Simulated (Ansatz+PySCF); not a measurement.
**triplet NiCl2: levels of theory in one basis**

| atom | x (Å) | y (Å) | z (Å) |
| --- | --- | --- | --- |
| Ni | 0.0000 | 0.0000 | 0.0000 |
| Cl | 0.0000 | 0.0000 | 2.0560 |
| Cl | 0.0000 | 0.0000 | -2.0560 |

Basis set: def2-SVP (spherical functions). Correlated methods keep 15 orbitals frozen. Correlation on ROHF uses semicanonical orbitals with singles. Charge 0, multiplicity 3.

Computed with Ansatz (development build ahead of 0.2.0); each method stands on the lowest determinant of its kind that the runs found.

```json
{"method": "ROHF", "E − E(ROHF) (eV)": "0.00", "<S²> of the determinant": "2.00"}
{"method": "UHF", "E − E(ROHF) (eV)": "-0.15", "<S²> of the determinant": "2.00"}
{"method": "ROHF-MP2", "E − E(ROHF) (eV)": "-15.54", "<S²> of the determinant": "–"}
{"method": "UHF-MP2", "E − E(ROHF) (eV)": "-15.54", "<S²> of the determinant": "2.00"}
```

(1) Is a single determinant a sound starting point here?

## Answers

(1) Only with care. Unrestricted orbitals gain 0.15 eV and <S²> is 2.00 against 2.00 for a pure state, but several determinants compete.

Caution: other spin multiplicities were not run; the determinant may break the point group.
